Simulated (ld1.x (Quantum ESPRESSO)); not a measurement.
## Scattering properties, PAW potential for osmium

Os (Z = 76), PAW, made with ld1.x (Quantum ESPRESSO) 7.5 (PBEsol, scalar-relativistic). Core [Kr] 4d10 4f14, reference 5s2 5p6 5d7 6s1 6p0. Waves: 5s (bound): rcut 1.30, rcutus 1.60 bohr; 6s (bound): rcut 1.30, rcutus 1.60 bohr; 5p (bound): rcut 1.70, rcutus 1.90 bohr; 6p (bound, empty): rcut 1.70, rcutus 1.90 bohr; 5d (bound): rcut 1.70, rcutus 2.30 bohr; 5d channel at 2.35 Ry: rcut 1.70, rcutus 2.30 bohr. Local part: all-electron potential smoothed inside 2.15 bohr (lloc = -1). Core correction: Bessel-smoothed model core inside 1.10 bohr. Augmentation charge: PSQ, inside the norm-conserving radii.

The phase is arctan(r·u′/u) with u = r·R(r), unwrapped; energies in Ry, scanned from -9 to 5 Ry. A pole is an energy at which the radial function vanishes at the test radius. The pseudo phase is shifted by a multiple of π to meet the all-electron one at the reference energy, and phase errors are pseudo minus all-electron; the curves can meet again beyond the range given. Levels narrower than the energy grid can be missing from the lists of poles.

Question: For each channel, where are the poles, and over which energies does the pseudopotential scatter like the atom?

Answer:

```json
{"channel": "s", "radius (bohr)": "2.49", "reference energy (Ry)": "-0.40", "poles, all-electron": "-6.53, 2.54", "poles, pseudo": "-6.53, 2.51", "unbroken range about the reference energy with phases within 0.05 rad": "the whole range", "phase error 1 Ry above the reference energy (rad)": "-0.001"}
{"channel": "p", "radius (bohr)": "2.49", "reference energy (Ry)": "-0.07", "poles, all-electron": "-3.48, 4.43", "poles, pseudo": "-3.48, 4.08", "unbroken range about the reference energy with phases within 0.05 rad": "the whole range", "phase error 1 Ry above the reference energy (rad)": "-0.008"}
{"channel": "d", "radius (bohr)": "2.49", "reference energy (Ry)": "-0.35", "poles, all-electron": "0.29", "poles, pseudo": "0.29", "unbroken range about the reference energy with phases within 0.05 rad": "below 3.2", "phase error 1 Ry above the reference energy (rad)": "-0.002"}
```

Phases in the s channel:

| E (Ry) | all-electron | pseudo |
| --- | --- | --- |
| -9.00 | 1.426 | 1.426 |
| -8.76 | 1.423 | 1.423 |
| -8.52 | 1.420 | 1.420 |
| -8.28 | 1.417 | 1.417 |
| -8.04 | 1.414 | 1.414 |
| -7.80 | 1.411 | 1.411 |
| -7.56 | 1.406 | 1.406 |
| -7.32 | 1.401 | 1.401 |
| -7.08 | 1.393 | 1.393 |
| -6.84 | 1.377 | 1.377 |
| -6.60 | 1.077 | 1.077 |
| -6.36 | -1.713 | -1.713 |
| -6.12 | -1.734 | -1.734 |
| -5.88 | -1.744 | -1.744 |
| -5.64 | -1.751 | -1.751 |
| -5.40 | -1.758 | -1.758 |
| -5.16 | -1.764 | -1.764 |
| -4.92 | -1.771 | -1.771 |
| -4.68 | -1.779 | -1.779 |
| -4.44 | -1.786 | -1.786 |
| -4.20 | -1.795 | -1.795 |
| -3.96 | -1.804 | -1.804 |
| -3.72 | -1.815 | -1.815 |
| -3.48 | -1.827 | -1.827 |
| -3.24 | -1.840 | -1.841 |
| -3.00 | -1.856 | -1.856 |
| -2.76 | -1.875 | -1.875 |
| -2.52 | -1.897 | -1.897 |
| -2.28 | -1.923 | -1.923 |
| -2.04 | -1.956 | -1.957 |
| -1.80 | -1.999 | -1.999 |
| -1.56 | -2.056 | -2.056 |
| -1.32 | -2.134 | -2.134 |
| -1.08 | -2.248 | -2.248 |
| -0.84 | -2.425 | -2.425 |
| -0.60 | -2.712 | -2.712 |
| -0.36 | -3.144 | -3.144 |
| -0.12 | -3.625 | -3.625 |
| 0.12 | -3.986 | -3.987 |
| 0.36 | -4.213 | -4.213 |
| 0.60 | -4.355 | -4.356 |
| 0.84 | -4.450 | -4.451 |
| 1.08 | -4.518 | -4.519 |
| 1.32 | -4.569 | -4.569 |
| 1.56 | -4.608 | -4.609 |
| 1.80 | -4.640 | -4.641 |
| 2.04 | -4.667 | -4.669 |
| 2.28 | -4.690 | -4.692 |
| 2.52 | -4.711 | -4.713 |
| 2.76 | -4.730 | -4.732 |
| 3.00 | -4.747 | -4.750 |
| 3.24 | -4.763 | -4.767 |
| 3.48 | -4.780 | -4.784 |
| 3.72 | -4.795 | -4.800 |
| 3.96 | -4.812 | -4.818 |
| 4.20 | -4.829 | -4.836 |
| 4.44 | -4.846 | -4.856 |
| 4.68 | -4.866 | -4.878 |
| 4.92 | -4.888 | -4.904 |
